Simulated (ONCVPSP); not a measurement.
## u(r) = r·R(r): atom against pseudo-atom (nitrogen (N))

Columns: radius, all-electron u(r) and pseudo u(r) of the 2s shell (level -18.42 eV) of nitrogen in the configuration [He] 2s2 2p3; LDA (Perdew-Zunger), scalar-relativistic, ONCV scheme, ONCVPSP 4.0.1.

| r (bohr) | all-electron | pseudo |
| --- | --- | --- |
| 0.078 | -0.3557 | 0.0513 |
| 0.155 | -0.3668 | 0.1084 |
| 0.232 | -0.2259 | 0.1756 |
| 0.310 | -0.0271 | 0.2561 |
| 0.388 | 0.1780 | 0.3496 |
| 0.465 | 0.3627 | 0.4501 |
| 0.542 | 0.5194 | 0.5523 |
| 0.620 | 0.6468 | 0.6533 |
| 0.698 | 0.7434 | 0.7436 |
| 0.775 | 0.8115 | 0.8115 |
| 0.852 | 0.8562 | 0.8562 |
| 0.930 | 0.8813 | 0.8812 |
| 1.008 | 0.8898 | 0.8898 |
| 1.085 | 0.8852 | 0.8851 |
| 1.162 | 0.8705 | 0.8704 |
| 1.240 | 0.8477 | 0.8477 |
| 1.318 | 0.8192 | 0.8191 |
| 1.395 | 0.7869 | 0.7869 |
| 1.472 | 0.7519 | 0.7519 |
| 1.550 | 0.7148 | 0.7148 |
| 1.628 | 0.6769 | 0.6769 |
| 1.705 | 0.6393 | 0.6393 |
| 1.782 | 0.6021 | 0.6021 |
| 1.860 | 0.5652 | 0.5652 |
| 1.938 | 0.5293 | 0.5293 |
| 2.015 | 0.4952 | 0.4952 |

**Question.** How many radial nodes do the two functions have?

**Answer.** The all-electron 2s function has n − l − 1 = 1; the pseudo-wave has 0, since the states of the same l below it are removed with the core.

**Question.** At about which radius was the pseudo-wave matched?

**Answer.** 0.75 bohr, where the columns begin to agree (steps of 0.08 bohr).

**Question.** Is the pseudo-wave norm-conserving?

**Answer.** Yes: the ONCV scheme keeps the norm inside the radius equal to the all-electron one, which fixes the energy derivative of the logarithmic derivative at the level.
